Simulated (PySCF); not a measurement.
**Sb₂⁺: energy against distance**

Set-up: basis Sb def2-TZVPPD with ECP28; scalar-relativistic core potentials; PySCF 2.14. Energies in eV from Sb⁺ + Sb in their ground configurations at the same level. State: ²Πu (doublet), unpaired electrons π ↑.

```tsv
R (Å)	UHF-MP2	revPBE
2.228	-1.651	-1.847
2.332	-2.439	-2.705
2.436	-2.864	-3.193
2.513	-3.014	-3.382
2.591	-3.061	-3.457
2.669	-3.033	-3.447
2.772	-2.916	-3.336
2.902	-2.700	-3.094
3.057	-2.407	-2.721
3.265	-2.051	-2.173
```

Task: Put a parabola through the three lowest points of the UHF-MP2 curve and estimate Re, k and ωe (reduced mass 60.45 u; 1 eV/Å² = 0.16022 mdyn/Å; ωe = 1302.8·√(k/μ) cm⁻¹).

Result: Through R = 2.513, 2.591, 2.669 Å the second-order coefficient is 6.16 eV/Å², so Re ≈ 2.601 Å, k ≈ 1.98 mdyn/Å and ωe ≈ 235 cm⁻¹. A polynomial fit of higher order to the unrounded UHF-MP2 energies gives Re = 2.596 Å, k = 1.93 mdyn/Å, ωe = 233 cm⁻¹; anharmonicity and rounding make the difference.

The higher-order fit for each curve: UHF-MP2: Re = 2.596 Å, ωe = 233 cm⁻¹, De = 3.06 eV; revPBE: Re = 2.618 Å, ωe = 240 cm⁻¹, De = 3.46 eV.

Correlated steps freeze 8 core orbitals. These are scalar-relativistic numbers at best; spin–orbit coupling would shift them, the dissociation energy most. The state was picked by a PBE0 search and need not be the measured ground state.
